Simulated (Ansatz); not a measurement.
Consider the substitution at a C–C bond: `C=C[CH2][GaH][Cl]` + `BN` → `BNC=C` + `[CH3][GaH][Cl]`.

Gas-phase electronic energies from Ansatz, PBE0-D4/def2-TZVP geometries. CCSD(T)/CBS adds triple-zeta CCSD(T) − MP2 to the extrapolated MP2 energy (def2 sets, frozen cores). This one scheme is used for every species. DFT in def2-TZVPP. B3LYP here is the variant with VWN-RPA as its local correlation; programs differ in this. For Ga outer-core shells are correlated without core-valence functions, which leaves a few kJ/mol of doubt a bond. Scalar relativity is left out up to krypton. One conformer a species, not always the lowest.

`C=C[CH2][GaH][Cl]`:

Z-matrix (Å, degrees):
```
C
C 1 1.489
Ga 1 1.971 2 99.7
H 1 1.089 2 112.6 3 119.9
H 1 1.090 2 112.7 3 -114.7
C 2 1.333 1 125.6 3 84.5
H 2 1.089 1 116.1 3 -91.6
Cl 3 2.159 1 114.2 2 -101.3
H 3 1.558 1 129.8 2 70.8
H 6 1.086 2 121.6 1 3.4
H 6 1.083 2 121.2 1 -177.4
```

`BN`:

Cartesian coordinates in Å:
```
B 0.033 0.597 -0.330
N -0.034 -0.614 0.340
H -0.031 1.613 0.300
H 0.153 0.595 -1.521
H 0.013 -1.504 -0.126
H -0.134 -0.687 1.338
```

`BNC=C`:

Z-matrix (Å, degrees):
```
B
N 1 1.395
H 1 1.196 2 118.6
H 1 1.194 2 118.6 3 180.0
C 2 1.390 1 126.4 3 0.0
H 2 1.010 1 119.6 3 -180.0
C 5 1.328 2 125.2 1 -180.0
H 5 1.085 2 113.4 1 0.0
H 7 1.081 5 120.4 2 -180.0
H 7 1.085 5 122.0 2 0.0
```

`[CH3][GaH][Cl]`:

```xyz
7

C    -0.500    0.733   -0.366
Ga    0.624   -0.760    0.202
Cl    0.246   -1.539    2.180
H     0.121    1.586   -0.648
H    -1.180    1.031    0.431
H    -1.083    0.447   -1.245
H     1.772   -1.498   -0.555
```

```json
{"level": "LDA (SPW92)", "ΔE (kcal/mol)": "-1.4", "difference from CCSD(T)/CBS": "-2.5"}
{"level": "PBE-D4", "ΔE (kcal/mol)": "-0.2", "difference from CCSD(T)/CBS": "-1.3"}
{"level": "revPBE-D4", "ΔE (kcal/mol)": "0.2", "difference from CCSD(T)/CBS": "-0.9"}
{"level": "BLYP-D4", "ΔE (kcal/mol)": "-0.2", "difference from CCSD(T)/CBS": "-1.3"}
{"level": "r2SCAN-D4", "ΔE (kcal/mol)": "-0.3", "difference from CCSD(T)/CBS": "-1.4"}
{"level": "B97M-V", "ΔE (kcal/mol)": "-0.4", "difference from CCSD(T)/CBS": "-1.5"}
{"level": "PBE0-D4", "ΔE (kcal/mol)": "0.0", "difference from CCSD(T)/CBS": "-1.1"}
{"level": "B3LYP-D4", "ΔE (kcal/mol)": "-0.2", "difference from CCSD(T)/CBS": "-1.3"}
{"level": "r2SCANh-D4", "ΔE (kcal/mol)": "-0.3", "difference from CCSD(T)/CBS": "-1.4"}
{"level": "r2SCAN0-D4", "ΔE (kcal/mol)": "-0.2", "difference from CCSD(T)/CBS": "-1.3"}
{"level": "BHLYP-D4", "ΔE (kcal/mol)": "0.0", "difference from CCSD(T)/CBS": "-1.1"}
{"level": "CAM-B3LYP-D4", "ΔE (kcal/mol)": "-0.7", "difference from CCSD(T)/CBS": "-1.8"}
{"level": "ωB97X-V", "ΔE (kcal/mol)": "-0.3", "difference from CCSD(T)/CBS": "-1.4"}
{"level": "ωB97M-V", "ΔE (kcal/mol)": "0.2", "difference from CCSD(T)/CBS": "-0.9"}
{"level": "B2PLYP", "ΔE (kcal/mol)": "-0.5", "difference from CCSD(T)/CBS": "-1.6"}
{"level": "PBE-QIDH", "ΔE (kcal/mol)": "0.2", "difference from CCSD(T)/CBS": "-0.9"}
{"level": "PBE", "ΔE (kcal/mol)": "-1.1", "difference from CCSD(T)/CBS": "-2.2"}
{"level": "BLYP", "ΔE (kcal/mol)": "-1.9", "difference from CCSD(T)/CBS": "-3.0"}
{"level": "r2SCAN", "ΔE (kcal/mol)": "-0.6", "difference from CCSD(T)/CBS": "-1.7"}
{"level": "PBE0", "ΔE (kcal/mol)": "-0.9", "difference from CCSD(T)/CBS": "-2.0"}
{"level": "B3LYP", "ΔE (kcal/mol)": "-1.6", "difference from CCSD(T)/CBS": "-2.7"}
{"level": "r2SCANh", "ΔE (kcal/mol)": "-0.5", "difference from CCSD(T)/CBS": "-1.6"}
{"level": "r2SCAN0", "ΔE (kcal/mol)": "-0.5", "difference from CCSD(T)/CBS": "-1.6"}
{"level": "BHLYP", "ΔE (kcal/mol)": "-1.5", "difference from CCSD(T)/CBS": "-2.6"}
{"level": "CAM-B3LYP", "ΔE (kcal/mol)": "-1.6", "difference from CCSD(T)/CBS": "-2.7"}
{"level": "LC-ωPBE", "ΔE (kcal/mol)": "-0.8", "difference from CCSD(T)/CBS": "-1.9"}
{"level": "RPA@PBE/def2-TZVPP", "ΔE (kcal/mol)": "1.1", "difference from CCSD(T)/CBS": "0.0"}
{"level": "MP2/def2-SVP", "ΔE (kcal/mol)": "0.2", "difference from CCSD(T)/CBS": "-0.9"}
{"level": "CCSD/def2-SVP", "ΔE (kcal/mol)": "-0.6", "difference from CCSD(T)/CBS": "-1.7"}
{"level": "CCSD(T)/def2-SVP", "ΔE (kcal/mol)": "-0.4", "difference from CCSD(T)/CBS": "-1.5"}
{"level": "HF/def2-TZVPP", "ΔE (kcal/mol)": "-1.7", "difference from CCSD(T)/CBS": "-2.8"}
{"level": "MP2/def2-TZVPP", "ΔE (kcal/mol)": "1.7", "difference from CCSD(T)/CBS": "0.6"}
{"level": "SCS-MP2/def2-TZVPP", "ΔE (kcal/mol)": "1.1", "difference from CCSD(T)/CBS": "0.0"}
{"level": "CCSD/def2-TZVPP", "ΔE (kcal/mol)": "0.7", "difference from CCSD(T)/CBS": "-0.4"}
{"level": "CCSD(T)/def2-TZVPP", "ΔE (kcal/mol)": "1.0", "difference from CCSD(T)/CBS": "-0.1"}
{"level": "HF/def2-QZVPP", "ΔE (kcal/mol)": "-1.8", "difference from CCSD(T)/CBS": "-2.9"}
{"level": "MP2/def2-QZVPP", "ΔE (kcal/mol)": "1.7", "difference from CCSD(T)/CBS": "0.6"}
{"level": "HF/CBS(def2)", "ΔE (kcal/mol)": "-1.8", "difference from CCSD(T)/CBS": "-2.9"}
{"level": "MP2/CBS(def2)", "ΔE (kcal/mol)": "1.8", "difference from CCSD(T)/CBS": "0.7"}
{"level": "CCSD/CBS(def2)", "ΔE (kcal/mol)": "0.8", "difference from CCSD(T)/CBS": "-0.3"}
{"level": "CCSD(T)/CBS", "ΔE (kcal/mol)": "1.1", "difference from CCSD(T)/CBS": "0"}
```

Largest T1 diagnostic among the species: 0.013.

Leaving LDA and LC-ωPBE aside and taking each functional with its dispersion term where it has one, the values spread over 0.9 kcal/mol, from CAM-B3LYP-D4 to PBE-QIDH. At CCSD(T), def2-SVP lies −1.5 kcal/mol from the extrapolated value and def2-TZVPP −0.1 kcal/mol. The D4 term adds +1.5 kcal/mol with B3LYP and +0.8 kcal/mol with PBE0; it sums over pairs of atoms, weighted by their polarisabilities, and B3LYP, whose exchange is more repulsive, gets the larger term.
